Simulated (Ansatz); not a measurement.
Input file for Ansatz (a program for electronic structure): R-PBE/def2-TZVPP on BrH2In (SMILES [Br][InH2]), atoms moved off the minimum. Elements past Kr take the def2 small-core potentials; no spin–orbit coupling.

Ansatz 0.2 input:
```yaml
crystal:
  periodic: [false, false, false]
  atoms:
    - {symbol: In, position_ang: [-0.51494128, -0.79212233, 0.16627835]}
    - {symbol: H, position_ang: [0.06430811, -1.77585839, 1.33687182]}
    - {symbol: H, position_ang: [-1.94053197, -1.01028174, -0.86886347]}
    - {symbol: Br, position_ang: [0.60415508, 1.06616649, -0.17772672]}
basis:
  gaussian:
    orbitals: def2-TZVPP
hamiltonian:
  xc: {name: PBE}
scf: {lower_state_search: off}
output: {forces: true}
```

Task: Predict the final total energy.

Result: -2765.1034 hartree.
